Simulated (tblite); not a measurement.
Compound: C8H6P3 (charge -1).
Numbering: `[cH:1]1[cH:2][cH:3][c:4](-[c:5]2[p:6][p:7][cH:8][p-:9]2)[cH:10][cH:11]1` (hydrogens: H12 on C1; H13 on C2; H14 on C3; H15 on C8; H16 on C10; H17 on C11)

A start from a force field or distance geometry was refined with GFN2-xTB geometry optimisation, gas phase (tblite). Values at the start:

```
 coordinate    start
      C1–C2  1.372 Å
     C1–H12  1.103 Å
      C2–C3  1.408 Å
     C2–H13  1.119 Å
      C3–C4  1.403 Å
     C3–H14  1.067 Å
      C4–C5  1.472 Å
      C5–P6  1.648 Å
      C5–P9  1.888 Å
      P6–P7  2.282 Å
      P7–C8  1.878 Å
      C8–P9  1.557 Å
     C8–H15  1.076 Å
   C2–C3–C4   115.5°
  C3–C4–C10   122.3°
   C4–C5–P6   163.0°
   C4–C5–P9   104.5°
   C5–P6–P7   115.8°
   C5–P9–C8   132.9°
   P6–C5–P9    92.5°
   P7–C8–P9   104.7°
C3–C4–C5–P6     107°
```

How do these coordinates change at the GFN2-xTB level?

```csv
coordinate,GFN2-xTB (Å or °),change
P6–P7,2.083,-0.199
C8–P9,1.720,+0.163
P7–C8,1.731,-0.147
C5–P9,1.760,-0.128
C5–P6,1.756,+0.108
C2–H13,1.084,-0.035
C2–C3,1.379,-0.029
C4–C5,1.451,-0.021
C1–H12,1.083,-0.020
C3–H14,1.083,+0.016
C1–C2,1.387,+0.015
C8–H15,1.085,+0.009
C3–C4,1.400,-0.003
C4–C5–P6,119.9,-43.1
C5–P9–C8,97.7,-35.2
P6–C5–P9,120.4,+27.9
P7–C8–P9,124.1,+19.4
C5–P6–P7,99.8,-16.0
C4–C5–P9,119.7,+15.2
C2–C3–C4,121.4,+5.9
C3–C4–C10,117.2,-5.1
C3–C4–C5–P6,168,+61
```

The energy falls by 4.089 eV over 102 L-BFGS steps, the largest force on an atom goes from 10.58 to 0.008 eV/Å, and the atoms move by 0.795 Å rms after alignment. The bond that changes most is P6–P7 (both ends phosphorus bonded to C and P), which shortens by 0.199 Å. Bonds longer at the end by more than 0.005 Å: 8 of 18; shorter: 8. Among the dihedrals that turn most is C3–C4–C5–P9, from -77° to -12°. Rotational constants go from 2214, 402.0, 380.3 to 1943, 458.7, 372.5 MHz.

Its GFN2-xTB frequencies are all real (lowest 20 cm⁻¹). 3 starts were optimised and ended at 0.00, 0.02 and 4.48 kcal/mol (GFN2-xTB); the lowest of these is shown.

One conformer stands for the species.

The numbers are calculated, not measured.
